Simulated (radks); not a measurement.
Li, configuration [He] 2s1 (the NIST ground configuration).

All-electron calculation, Dirac Kohn-Sham, BLYP, spin-unpolarised, spherical densities, finite nucleus; Fermi nuclear charge, rms radius 2.444 fm. Program: a radial shooting solver on a logarithmic mesh with Libxc functionals.

Energy parts (hartree):
total: -7.47581
kinetic: 7.43500
electron-nucleus: -17.14113
Hartree: 4.04414
exchange-correlation: -1.81383

Orbitals (lengths in bohr, moments of r in powers of bohr; r(90%) holds 90 % of the orbital's charge):
| orbital | occ. | eigenvalue (hartree) | <r^4> | <r^2> | r(90%) |
|---|---|---|---|---|---|
| 1s1/2 | 2 | -1.91337 | 0.6058 | 0.4665 | 1.06 |
| 2s1/2 | 1 | -0.10121 | 626.3 | 18.14 | 6.19 |

The highest occupied level is 2s1/2 at -2.754 eV. Summed over all electrons, <r^2> = 19.07 bohr^2, which gives a Langevin (diamagnetic) susceptibility term of -15.1 x 10^-6 cm^3/mol. The electron density at the nucleus is 14.18 e/bohr^3.
